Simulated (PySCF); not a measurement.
Isomers of C7H11Cl, mass 130.055 u with the commonest isotopes. Computed with PBE0/pcSseg-1 in PySCF (dipole) on a GFN2-xTB geometry, gas phase. One conformer each, none proved a minimum here; rigid rotors.

Question: Order these by out-of-plane moment Σ m c² = (Ia + Ib − Ic)/2, largest first.
A. `[CH3:1][C:2]1=[CH:3][CH2:4][C@H:5]1[CH2:6][CH2:7][Cl:8]` with C4–C5–C6–C7 -74°, C5–C6–C7–Cl8 -67°
B. `[Cl:1][C:2]1=[CH:3][CH2:4][CH2:5][CH2:6][CH2:7][CH2:8]1` with C2–C3–C4–C5 -62°, C3–C4–C5–C6 78°, C4–C5–C6–C7 -67°, C5–C6–C7–C8 67°
C. `[CH2:1]=[C:2]=[C:3]([CH3:4])[C@@H:5]([Cl:6])[CH2:7][CH3:8]` with C2–C3–C5–Cl6 -101°, C3–C5–C7–C8 176°
D. `[Cl:1][CH2:2][C@@H:3]1[CH2:4][C@@H:5]2[CH2:6][C@@H:7]2[CH2:8]1` with Cl1–C2–C3–C4 -64°, C2–C3–C4–C5 -150°, C3–C4–C5–C6 82°, C4–C5–C6–C7 -97°, C5–C6–C7–C8 97°
E. `[CH2:1]=[CH:2][CH2:3]/[C:4](=[CH:5]\[Cl:6])[CH2:7][CH3:8]` with C1–C2–C3–C4 116°, C2–C3–C4–C5 103°, C3–C4–C7–C8 -82°
F. `[CH:1]#[C:2][C@H:3]([Cl:4])[CH2:5][CH:6]([CH3:7])[CH3:8]` with C2–C3–C5–C6 -61°, C3–C5–C6–C7 -64°

Answer: C (63.49 u·Å²), F (58.51 u·Å²), A (43.88 u·Å²), E (28.39 u·Å²), D (27.48 u·Å²), B (24.56 u·Å²).

Question: Order these by rotational constant C, smallest first.
A. `[CH2:1]=[CH:2][CH2:3]/[C:4](=[CH:5]\[Cl:6])[CH2:7][CH3:8]` with C1–C2–C3–C4 116°, C2–C3–C4–C5 103°, C3–C4–C7–C8 -82°
B. `[CH2:1]=[C:2]=[C:3]([CH3:4])[C@@H:5]([Cl:6])[CH2:7][CH3:8]` with C2–C3–C5–Cl6 -101°, C3–C5–C7–C8 176°
C. `[CH:1]#[C:2][C@H:3]([Cl:4])[CH2:5][CH:6]([CH3:7])[CH3:8]` with C2–C3–C5–C6 -61°, C3–C5–C6–C7 -64°
D. `[Cl:1][C:2]1=[CH:3][CH2:4][CH2:5][CH2:6][CH2:7][CH2:8]1` with C2–C3–C4–C5 -62°, C3–C4–C5–C6 78°, C4–C5–C6–C7 -67°, C5–C6–C7–C8 67°

Answer: A (772.9 MHz), C (822.1 MHz), D (922.1 MHz), B (942.9 MHz).

Question: Order these by radius of gyration √(Σ m r²/M), smallest first.
A. `[Cl:1][CH2:2][C@@H:3]1[CH2:4][C@@H:5]2[CH2:6][C@@H:7]2[CH2:8]1` with Cl1–C2–C3–C4 -64°, C2–C3–C4–C5 -150°, C3–C4–C5–C6 82°, C4–C5–C6–C7 -97°, C5–C6–C7–C8 97°
B. `[CH3:1][C:2]1=[CH:3][CH2:4][C@H:5]1[CH2:6][CH2:7][Cl:8]` with C4–C5–C6–C7 -74°, C5–C6–C7–Cl8 -67°
C. `[Cl:1][C:2]1=[CH:3][CH2:4][CH2:5][CH2:6][CH2:7][CH2:8]1` with C2–C3–C4–C5 -62°, C3–C4–C5–C6 78°, C4–C5–C6–C7 -67°, C5–C6–C7–C8 67°
D. `[CH:1]#[C:2][C@H:3]([Cl:4])[CH2:5][CH:6]([CH3:7])[CH3:8]` with C2–C3–C5–C6 -61°, C3–C5–C6–C7 -64°
E. `[CH2:1]=[C:2]=[C:3]([CH3:4])[C@@H:5]([Cl:6])[CH2:7][CH3:8]` with C2–C3–C5–Cl6 -101°, C3–C5–C7–C8 176°

Answer: C (2.098 Å), E (2.147 Å), A (2.227 Å), D (2.275 Å), B (2.316 Å).

```csv
SMILES,point group,Ia (u·Å²),Ib (u·Å²),Ic (u·Å²),κ,μa (D),μb (D),μc (D)
C#C[C@H](Cl)CC(C)C,C1,216.15,515.60,614.73,-0.79,2.08,0.94,0.23
C=CC/C(=C\Cl)CC,C1,273.78,436.92,653.91,-0.28,1.58,0.98,0.28
C=C=C(C)[C@@H](Cl)CC,C1,251.72,411.25,536.00,-0.46,0.98,1.22,1.29
CC1=CC[C@H]1CCCl,C1,152.12,589.33,653.69,-0.93,1.30,0.26,1.45
ClC1=CCCCCC1,C1,162.04,435.15,548.08,-0.78,2.18,0.10,0.32
ClC[C@@H]1C[C@@H]2C[C@@H]2C1,C1,109.64,562.73,617.40,-0.96,1.92,1.03,0.09
```
